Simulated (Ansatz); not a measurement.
Species: C3H7Si, net charge -1, singlet state. It need not be the lowest isomer of its formula. Whether it binds its extra electron was not tested at this geometry. 
Structure (B3LYP-D3(BJ)/def2-TZVP (Ansatz, a first-principles code) minimum search):
```
C
H 1 1.0909
C 1 1.4123 2 116.99
C 3 1.3707 1 130.74 2 -0.38
H 4 1.0835 3 121.16 1 -177.81
H 4 1.0863 5 117.13 3 -179.12
H 3 1.0947 4 114.59 5 1.41
Si 1 1.7882 2 118.62 3 175.01
H 8 1.5024 1 111.86 2 165.93
H 8 1.5106 9 105.96 7 139.03
H 8 1.5223 9 102.14 10 103.85
```
Charge -1, spin multiplicity 1.

Total electronic energies in hartree. Correlated levels leave the core frozen unless marked. No spin-orbit coupling. No relativistic terms. Basis-set limits of correlation are two-point, X^-3; Hartree-Fock from the larger set.

| level | program | energy (Eh) |
|---|---|---|
| BLYP/def2-TZVPD | Ansatz | -407.97782 |
| PBE0/STO-3G | Ansatz | -402.79687 |
| r2SCAN0/def2-TZVPD | Ansatz | -407.92544 |
| MP2/STO-3G | Ansatz | -401.84229 |
| MP2/6-31G | Ansatz | -406.74764 |
| MP2/cc-pV(D+d)Z | Ansatz | -407.08279 |
| SCS-MP2/6-31G* | Ansatz | -406.98319 |
| SCS-MP2/cc-pwCVTZ | Ansatz | -407.26896 |
| CCSD(T)/CBS(aug-cc-pV(T+d)Z,aug-cc-pV(Q+d)Z) | Ansatz | -407.4052 |

Totals of different functionals don't rank their quality; only differences between species are comparable.
